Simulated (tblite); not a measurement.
C₁₁H₁₂Se.
Cartesian coordinates in Å at the GFN2-xTB level; atoms count from 1:
```
atom  x, y, z in Å
C1    -2.284    1.037    1.337
C2    -2.117    0.631   -0.128
C3    -1.143   -0.506   -0.258
C4    -1.598   -1.811   -0.326
C5    -0.725   -2.890   -0.405
C6     0.640   -2.686   -0.417
C7     1.109   -1.384   -0.352
Se8    2.918   -0.853   -0.360
C9     2.272    0.926   -0.247
C10    3.220    2.074   -0.209
C11    0.924    0.979   -0.212
C12    0.240   -0.279   -0.269
H13   -2.988    1.861    1.425
H14   -1.331    1.346    1.760
H15   -2.658    0.198    1.920
H16   -1.772    1.489   -0.708
H17   -3.086    0.324   -0.528
H18   -2.663   -1.996   -0.320
H19   -1.118   -3.895   -0.458
H20    1.330   -3.515   -0.478
H21    3.933    1.955    0.608
H22    2.677    3.006   -0.071
H23    3.787    2.133   -1.139
H24    0.398    1.916   -0.146
```

Method: GFN2-xTB as coded in tblite; computed harmonic values from a numerical Hessian at the method's own geometry, unscaled. The method is semi-empirical: single wavenumbers can be off by several per cent or more. One conformer, not necessarily the lowest.

Harmonic wavenumbers (cm⁻¹): 61.7, 68.3, 74.7, 124.3, 168.2, 188.1, 216.9, 246.8, 288.7, 303.0, 333.1, 387.9, 412.7, 466.0, 515.8, 522.2, 550.2, 568.3, 630.4, 689.7, 789.1, 813.3, 820.2, 838.7, 859.7, 886.7, 915.4, 996.7, 1016.2, 1023.2, 1050.6, 1079.1, 1095.6, 1121.3, 1149.7, 1186.4, 1205.3, 1233.3, 1237.1, 1299.6, 1318.8, 1338.7, 1397.1, 1400.6, 1409.3, 1464.0, 1465.0, 1471.9, 1492.7, 1498.2, 1507.4, 1558.0, 1568.8, 1597.6, 2974.9, 2987.6, 2990.6, 3006.0, 3031.0, 3032.5, 3034.2, 3040.1, 3069.6, 3073.0, 3087.6, 3104.1.

A = 1142, B = 541.6, C = 381.6 MHz; mass 224.010 u (most abundant isotopes); point group C1, symmetry number 1.

**Question.** Zero-point energy?

**Answer.** Half the sum of the wavenumbers: 42177 cm⁻¹ = 120.59 kcal/mol.

**Question.** Entropy at 500 K, 1 bar (ideal gas, RRHO, classical rotation)?

**Answer.** Translation 44.72, rotation 33.13, vibration 62.62: S = 140.5 cal/(mol K).

**Question.** And Cp and H(500 K) − H(0)?

**Answer.** Cp = 71.97 cal/(mol K), of which vibrations give 64.02 (their classical limit is 66 R = 131.2); H(500 K) − H(0) = 20.39 kcal/mol without the zero-point energy, 16.41 from vibrations.

**Question.** Blend soft modes into free rotors: weight 1/[1 + (100 cm⁻¹/ν̃)⁴] for the oscillator and the rest for a rotor with moment μB/(μ + B), μ = h/(8π²ν), B = 10⁻⁴⁴ kg m². What vibrational entropy results?

**Answer.** 58.59 cal/(mol K) in place of 62.62, which changes −T·S at 500 K by +2.02 kcal/mol.

**Question.** What must be added to the electronic energy to get the Gibbs energy at 500 K and 1 bar?

**Answer.** ZPE + [H(500 K) − H(0)] − T·S = 120.59 + 20.39 − 70.24 = 70.74 kcal/mol.

**Question.** How do the functions run with temperature in this model?

**Answer.** 
| T (K) | S (cal/(mol K)) | Cp (cal/(mol K)) | H − H(0) (kcal/mol) | G − H(0) (kcal/mol) | ln q(vib) |
| --- | --- | --- | --- | --- | --- |
| 150 | 84.7 | 28.0 | 2.63 | -10.08 | 3.45 |
| 250 | 102.0 | 41.1 | 6.08 | -19.43 | 6.72 |
| 298.15 | 109.8 | 47.5 | 8.21 | -24.54 | 8.31 |
| 400 | 125.7 | 60.7 | 13.73 | -36.53 | 11.68 |
| 600 | 154.4 | 81.3 | 28.06 | -64.60 | 18.28 |
| 900 | 191.4 | 100.6 | 55.61 | -116.66 | 27.70 |

q(vib) and H(0) count from the zero-point level.

Hindered rotation and anharmonicity are outside this model. Other conformers, if any are populated, would add a mixing term that is left out. The structure is chiral; the term R ln 2 for an equal mix with its mirror image is left out.

Time: 0.87 s wall, 1.7 s CPU. Hardware: AMD EPYC 9B45, 2 threads, no GPU (shared host). The figure is for the frequency step alone.
